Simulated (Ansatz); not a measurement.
Ansatz (an electronic-structure program) input (B97M-V/def2-TZVPD):

Ansatz 0.2 input:
```yaml
crystal:
  periodic: [false, false, false]
  atoms:
    - {symbol: N, position_ang: [-1.70694792, -0.65431634, 0.25024739]}
    - {symbol: Si, position_ang: [-0.58544650, 0.63195459, 0.00078934]}
    - {symbol: Si, position_ang: [1.53945345, -0.31873328, -0.23459536]}
    - {symbol: H, position_ang: [-1.55701904, -1.33366547, 0.97899941]}
    - {symbol: H, position_ang: [-2.68998636, -0.51749215, 0.07470125]}
    - {symbol: H, position_ang: [-0.54094717, 1.66956759, 1.07445027]}
    - {symbol: H, position_ang: [-0.99457733, 1.33399759, -1.23919540]}
    - {symbol: H, position_ang: [1.70708550, -1.56047537, 0.56858919]}
    - {symbol: H, position_ang: [2.66798244, 0.60318382, 0.06400796]}
basis:
  gaussian:
    orbitals: def2-TZVPD
hamiltonian:
  xc: {name: B97M-V}
magnetization: {spin_polarized: true, initial_magnetization: 1}
output: {forces: true}
```

Output:

```
Functional definition: B97M-V
integrals: 0.10 GiB planned
1035 factors; their error is unknown
0.33 GiB of the device are held for the grids
0.95 GiB of device memory are held for the factors and their scratch space
mean field: 1.06 GiB planned
mean field evaluation 1: about -17331.7341 eV, gradient 4.3e1 eV
mean field evaluation 2: about -17297.1555 eV, gradient 7.9e1 eV
mean field evaluation 4: about -17338.8896 eV, gradient 5.4e0 eV
mean field evaluation 8: about -17339.0522 eV, gradient 1.8e-1 eV
mean field evaluation 16: about -17339.0355 eV, gradient 3.8e-4 eV
mean field -17339.03552441 eV, -637.1978027016 hartree, gradient 3.0e-5 eV, S^2 0.754688; 0 other end points of the search recorded, 0 dependent functions left out
the calculation of the forces begins
reference -17339.03559976 eV, -637.1978054708 hartree; 21, 20 occupied and 156, 157 virtual orbitals, 1035 factors
Total energy: -17339.03559976 eV, -637.1978054708 hartree
Atom 0 at    -1.706948    -0.654316     0.250247 Å, force     0.058605     0.086788    -0.018305 eV/Å
Atom 1 at    -0.585446     0.631955     0.000789 Å, force    -0.045808    -0.368878     0.015044 eV/Å
Atom 2 at     1.539453    -0.318733    -0.234595 Å, force    -0.179939     0.102065    -0.009916 eV/Å
Atom 3 at    -1.557019    -1.333665     0.978999 Å, force    -0.075985     0.151078    -0.124443 eV/Å
Atom 4 at    -2.689986    -0.517492     0.074701 Å, force     0.189631    -0.043559     0.080533 eV/Å
Atom 5 at    -0.540947     1.669568     1.074450 Å, force     0.011444     0.078381     0.049403 eV/Å
Atom 6 at    -0.994577     1.333998    -1.239195 Å, force    -0.027841     0.033740    -0.028920 eV/Å
Atom 7 at     1.707086    -1.560475     0.568589 Å, force     0.011682    -0.069600     0.031442 eV/Å
Atom 8 at     2.667982     0.603184     0.064008 Å, force     0.058211     0.029986     0.005162 eV/Å
Dipole moment:    -0.258842    -0.106187     0.103649 e Å
```

It need not be the lowest isomer of its formula.
